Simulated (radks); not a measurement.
Yb XII, 59 electrons, occupied as [Kr] 4d10 4f11 5s2. Calculated with a radial shooting solver on a logarithmic mesh with Libxc functionals: scalar-relativistic Kohn-Sham, PBEsol, spin-polarised, spherical densities, finite nucleus; open shells are filled with parallel spins first (spin-orbit coupling, left out, can overturn this in heavy ions); Fermi nuclear charge, rms radius 5.3108 fm. Some entries of the table are withheld. Estimate them.

| orbital | occ. | eigenvalue (hartree) | <r> (bohr) | r(max) (bohr) |
|---|---|---|---|---|
| 1s down | 1 | -2256.990 | 0.01967 | 0.01238 |
| 1s up | 1 | -2256.990 | 0.01967 | 0.01238 |
| 2s up | 1 | -388.8328 | 0.08336 | 0.07061 |
| 2s down | 1 | -388.8307 | 0.08336 | 0.07061 |
| 2p up | 3 | -343.7210 | 0.07415 | 0.05756 |
| 2p down | 3 | -343.7196 | 0.07415 | 0.05756 |
| 3s up | 1 | -93.61187 | 0.2168 | 0.1995 |
| 3s down | 1 | -93.55009 | 0.2167 | 0.1995 |
| 3p up | 3 | -80.00667 | 0.2163 | 0.1966 |
| 3p down | 3 | -79.94496 | 0.2162 | 0.1966 |
| 3d up | 5 | -63.41044 | 0.1961 | 0.1603 |
| 3d down | 5 | -63.36311 | 0.1960 | 0.1602 |
| 4s up | 1 | -24.52656 | 0.4860 | 0.4545 |
| 4s down | 1 | -24.40771 | 0.4862 | 0.4545 |
| 4p up | 3 | -20.03412 | 0.5147 | 0.4753 |
| 4p down | 3 | -19.91805 | 0.5150 | 0.4753 |
| 4d up | 5 | -14.10687 | 0.5505 | 0.4886 |
| 4d down | 5 | -13.99320 | 0.5510 | 0.4887 |
| 5s up | 1 | -8.63847 | 1.059 | 1.000 |
| 5s down | 1 | -8.57388 | 1.063 | 1.003 |
| 4f up | 7 | -7.49847 | 0.6270 | 0.4679 |
| 4f down | 4 | -7.38703 | 0.6304 | 0.4688 |
| 5p up | 0 | -7.30432 | 1.162 | 1.093 |
| 5p down | 0 | -7.24982 | 1.167 | 1.097 |
| 6s up | 0 | -4.43779 | 1.934 | (1) |
| 6s down | 0 | -4.41800 | 1.940 | (2) |

Answer. 
(1) 6s up r(max) (bohr): 1.937
(2) 6s down r(max) (bohr): 1.944
